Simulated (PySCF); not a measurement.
Input of a run (PBE0-D3(BJ)/def2-SVP geometry optimisation, gas phase, def2 core potentials past Kr (PySCF 2.14.0)), started from GFN2-xTB:
```
{"job": {"xc": "PBE0", "basis": "def2-SVP", "d3": "d3bj", "grid": 1, "maxiter": 30, "kind": "geom"}, "charge": 0, "multiplicity": 1}
Bi    -0.006430     0.007130     0.784890
H      1.429510    -0.031540    -0.252160
H     -0.690130     1.249460    -0.274380
H     -0.732940    -1.225060    -0.258360
```

Output (energies in Eh, forces in Eh/bohr):
```
step   0  E = -216.38985207  max force = 0.007555
step   1  E = -216.39033006  max force = 0.005583
step   2  E = -216.39044375  max force = 0.000587
step   3  E = -216.39044469  max force = 0.000013
optimisation converged
```

**Question.** Summarise the run.

**Answer.** The energy falls by 0.016 eV over 4 energy and gradient evaluations, the largest force component goes from 0.0076 to 1.3e-05 Eh/bohr, and the atoms move by 0.035 Å rms after alignment. Among the bonds, Bi1–H3 and Bi1–H4 change most and about equally (+0.025 to +0.026 Å). Bonds longer at the end by more than 0.005 Å: 3 of 3; shorter: 0. The energy never rose by more than 1e-6 Eh on the way. The first step brought 81 % of the lowering.

**Question.** What are the final bond lengths?

**Answer.** Bi1–H2 1.796 Å, Bi1–H3 1.796 Å, Bi1–H4 1.796 Å. Numbering counts from 1 in the input's order; the species is `[BiH3]`.

The run used 41 basis functions and 23 SCF cycles in all. On Intel Xeon Platinum 8488C, one thread, no GPU, shared host with 96 logical CPUs at a one-minute load of 75, this took 4.2 s and 0.23 GiB of memory at its peak.

Whether it is a minimum is left open (no frequencies).
